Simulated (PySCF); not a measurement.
Species: C₈H₁₀O₂.
SMILES with atom numbers: `[O:1]=[C:2]1[CH:3]=[C:4]([CH:5]2[CH2:6][CH2:7][CH2:8]2)[CH2:9][O:10]1`

Geometry (GFN2-xTB, Å), atoms numbered from 1 in this order:
```
atom  x, y, z in Å
O1     4.0029   -1.2251    0.1287
C2     3.0082   -0.5679    0.0117
C3     1.6251   -1.0054   -0.2479
C4     0.8358    0.0699   -0.2983
C5    -0.6234    0.1968   -0.5137
C6    -1.4973   -1.0664   -0.4244
C7    -2.4896   -0.2945    0.4582
C8    -1.4431    0.8135    0.6441
C9     1.6951    1.2830   -0.0696
O10    3.0025    0.7897    0.1115
H11    1.3727   -2.0392   -0.3754
H12   -0.7988    0.7439   -1.4441
H13   -1.0045   -1.8705    0.1155
H14   -1.8800   -1.4506   -1.3666
H15   -2.8137   -0.7991    1.3649
H16   -3.3649    0.0451   -0.0911
H17   -1.7845    1.8362    0.5003
H18   -0.9238    0.7408    1.5977
H19    1.6824    1.9663   -0.9268
H20    1.3939    1.8444    0.8222
```

NICS = −σ at a ghost point: NICS(0) at the centroid of the ring atoms, NICS(1) 1 Å to either side along the normal of their mean plane, zz for the tensor component along that normal. Level: GIAO PBE0/pcSseg-1 (PySCF, non-relativistic, gas phase) on the GFN2-xTB geometry, one conformer.

Rings: 1. C2–C3–C4–C9–O10; 2. C5–C6–C7–C8.

```json
{"set": "P", "NICS(0)": "-4.2", "NICS(1), two faces": "-4.4 / -4.4", "NICS(1)zz, two faces": "-7.0 / -6.6"}
{"set": "Q", "NICS(0)": "-0.2", "NICS(1), two faces": "0.1 / -0.4", "NICS(1)zz, two faces": "4.5 / 5.6"}
```

**Question.** Which set (ppm) belongs to which ring?

**Answer.** P = 1, Q = 2.
- 1 (5-membered ring with O; formal bonds 1 double, 4 single): mean NICS(1)zz -6.8 ppm, shielded. C9 has four or more neighbours, so the value isn't read as a sign of a π ring current.
- 2 (4-membered carbocycle; formal bonds all single): mean NICS(1)zz 5.1 ppm, deshielded. C5, C6, C7, C8 have four or more neighbours, and the NICS criterion for π rings isn't applied.

**Question.** How do the rings differ in shape?

**Answer.** 
```tsv
ring	bond lengths (Å)	rms pucker (Å)	HOMA	nearest outside atom to a NICS(1) probe (Å)
1	1.474, 1.335, 1.504, 1.409, 1.361	0.00	–	hydrogen 1.86
2	1.539, 1.536, 1.535, 1.547	0.09	–	hydrogen 1.48
```

Hardware: one thread of an Arm Neoverse V2, no GPU (shared host). Cost: 55 s. This is the whole shielding run at PBE0/pcSseg-1, SCF included.
